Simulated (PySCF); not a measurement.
Mg(OMe)(SeH) (CH₄MgOSe), SMILES C[O][Mg][SeH]. Heavy atoms are numbered as in [Mg:1]([O:2][CH3:3])[SeH:7]. Hydrogens are named by the atom that carries them.

Geometry: B3LYP-D3(BJ)/def2-SVP. The structure was generated by enumeration; whether it is a known compound was not checked. Other conformers were not sampled.

Method: r2SCAN/def2-TZVP run with PySCF.

Atomic charges (e), one atom of each kind:

```csv
atom,IAO,Löwdin
Mg1,1.58,___
O2,-1.05,___
C3 (CH3),-0.17,___
H on C3,0.11,0.10
Se7 (SeH),-0.77,-0.05
H on Se7,0.06,0.08
```

Q: Fill in the missing entries. (Estimate from the structure and the level; the computed values follow.)

A: 
- Mg1, Löwdin: 0.26
- O2, Löwdin: -0.17
- C3 (CH3), Löwdin: -0.41
